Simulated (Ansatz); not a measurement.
C2H6O2Si (`C[SiH](O)C=O`), relaxed with RKS PBE-D4/def2-SVP in Ansatz from a rough embedded geometry. The force threshold is 0.03 eV/Å; the program also tests the step.

Total charge 0; spin multiplicity 1.

Start:

```xyz
11

C    -0.672    0.618    1.149
Si    0.346    0.375   -0.317
O    -0.491    0.809   -1.663
C     0.926   -1.390   -0.482
O     0.255   -2.247   -0.980
H    -1.597   -0.037    1.186
H    -1.045    1.650    1.279
H    -0.159    0.356    2.081
H     1.500    1.334   -0.198
H    -1.015    0.136   -2.096
H     1.953   -1.603    0.040
```

By how much does the energy fall, and how many steps does the optimiser take? (An estimate is asked.)

Ansatz gave: 0.38 eV, in 12 steps, 1 of them rejected.

Which bonds change most? (Best estimate.)

Ansatz gave: Si2–C4 from 1.865 to 1.947 Å; C1–Si2 from 1.801 to 1.878 Å; C4–H11 from 1.172 to 1.135 Å; Si2–O3 from 1.644 to 1.677 Å.

Give the relaxed structure. (Best estimate.)

The calculation gave: 
```xyz
11

C    -0.688    0.684    1.313
Si    0.271    0.477   -0.288
O    -0.684    0.638   -1.658
C     0.880   -1.357   -0.525
O     0.472   -1.934   -1.527
H    -1.522   -0.043    1.380
H    -1.117    1.705    1.376
H    -0.023    0.543    2.190
H     1.457    1.408   -0.305
H    -0.609   -0.212   -2.152
H     1.562   -1.908    0.196
```
